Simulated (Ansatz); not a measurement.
Two isomers of C2H6O2SSi: A = `O[Si]1(S)CCO1`, B = `O=COC[SiH2]S`.

Computed with Ansatz on PBE0-D4/def2-TZVP structures; ΔE is electronic, products minus reactants. CCSD(T)/CBS is the MP2 limit (def2-TZVPP, def2-QZVPP) plus CCSD(T) − MP2 in def2-TZVPP, frozen cores. DFT in def2-TZVPP. B3LYP here is the variant with VWN-RPA as its local correlation; programs differ in this. Each species was taken in one conformer, which may not be the lowest.

Question: Which isomer does CCSD(T)/CBS put lower? Give the gap. (Estimate.)

Answer: Computed: A, by 63.7 kcal/mol.

Question: Give E(B) − E(A) in kcal/mol with CCSD(T)/def2-TZVPP, PBE-D4, B2PLYP, B3LYP, PBE0-D4, CCSD/def2-TZVPP, ωB97M-V. (Best estimate.)

Answer: Ansatz gave: CCSD(T)/def2-TZVPP 61.5, PBE-D4 56.1, B2PLYP 59.4, B3LYP 56.3, PBE0-D4 60.9, CCSD/def2-TZVPP 62.4, ωB97M-V 62.4. None reverses the order clearly.

Largest T1 diagnostic: 0.015.

The D4 term adds +1.0 kcal/mol with B3LYP and +0.5 kcal/mol with PBE0; it sums over pairs of atoms, weighted by their polarisabilities, and B3LYP, whose exchange is more repulsive, gets the larger term. From PBE to PBE0 (25 % exact exchange), in def2-TZVPP and without D4, E(B) − E(A) moves by +4.9 kcal/mol.
